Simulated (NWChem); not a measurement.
Species: AgNH3Cl; SMILES [NH3]->[Ag][Cl]

Program: NWChem. Medium grid unless said otherwise, to which SCAN and Minnesota functionals are sensitive. The geometry was optimised at PBE0/def2-SVP. def2 effective core potentials on Ag; no spin-orbit coupling.

Problem. Estimate the computed values for r2SCAN/def2-SVP. Quantities: highest occupied level (eV); orbital gap (eV); dipole (D).

Solution. highest occupied level (eV): -5.49
orbital gap (eV): 4.30
dipole (D): 9.31
